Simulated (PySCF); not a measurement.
Structure problem from calculated spectra and properties.

Elements present: B, C, H and N. Monoisotopic mass: 66.0521 u (electron mass counted); charge -1.

| Property | Result |
| --- | --- |
| NMR, other nuclei | isotropic shieldings of nuclei other than C and H, by class: 143 (1 B), -43 (1 N) ppm [GIAO HF/pcSseg-2] |
| 1H NMR | chemical shifts (computed TMS as zero) by class: 6.66 (1 H), 4.80 (1 H), 4.60 (1 H), 1.36 (2 H) ppm [GIAO HF/pcSseg-2] |
| 13C NMR | chemical shifts (computed TMS as zero) by class: 178.2 (1 C), 157.2 (1 C), 114.8 (1 C) ppm [GIAO HF/pcSseg-2] |
| Rotational structure | rotational constants A, B, C: 18.043, 2.366, 2.244 GHz [PBE0-D3(BJ)/def2-SVP] |
| Couplings | largest of the computed one-bond spin–spin couplings (means over like bonds): 13C–1H +161.5, 13C–1H +153.0, 13C–1H +131.0, 11B–1H +93.2 (×2), 13C–13C +67.7, 13C–11B +61.4, 13C–11B +58.2, 15N–13C -15.7 Hz [B3LYP/pcJ-1, spin–dipole term left out for some pairs] |

The electronic properties come from PySCF, for the isolated species, density fitting. Levels stand in brackets. Isolated species at its PBE0-D3(BJ)/def2-SVP geometry (one conformer only). No diffuse functions stand in pcJ-1 and pcSseg-2, which bears on an anion's orbital energies. Each NMR value is the plain mean over a class of atoms that symmetry, rotation or inversion makes alike.

Q: Which formula fits the mass and the elements?

A: C3H5BN (calculated 66.0521). No other formula that holds each of these elements comes within 0.0003 u with a fitting electron parity and a possible valence count.

Q: Give a SMILES that accounts for the data.

A: Numbering: `[CH2:1]=[CH:2][BH2-:3][C:4]#[N:5]`. 3 carbons fall into 3 classes; from least to most shielded: alkene CH carbon [C2] (178.2 ppm), cyano carbon [C4] (157.2 ppm), terminal =CH2 carbon [C1] (114.8 ppm). Hydrogen classes from least to most shielded: 1 H on an alkene CH carbon, C2 (6.66 ppm), 1 H on a terminal =CH2 carbon, C1 (4.80 ppm), 1 H on a terminal =CH2 carbon, C1 (4.60 ppm), 2 H on a four-coordinate boron, B3 (1.36 ppm). The other shieldings belong to: 143 ppm, four-coordinate boron [B3]; -43 ppm, cyano nitrogen [N5]. The couplings run between: +161.5 Hz, terminal =CH2 carbon [C1] and its hydrogen; +153.0 Hz, terminal =CH2 carbon [C1] and its hydrogen; +131.0 Hz, alkene CH carbon [C2] and its hydrogen; +93.2 Hz, four-coordinate boron [B3] and its hydrogen (with 1 like pair); +67.7 Hz, terminal =CH2 carbon [C1] and alkene CH carbon [C2]; +61.4 Hz, cyano carbon [C4] and four-coordinate boron [B3]; +58.2 Hz, alkene CH carbon [C2] and four-coordinate boron [B3]; -15.7 Hz, cyano nitrogen [N5] and cyano carbon [C4]. The optimised geometry has point group C1 and is an asymmetric top. Structure: `C=C[BH2-]C#N`. The assignments are read from this structure; whether some other isomer fits the data as well wasn't checked.

The values belong to the conformer `[CH2:1]=[CH:2][BH2-:3][C:4]#[N:5]`: C1–C2–B3–C4 126°.
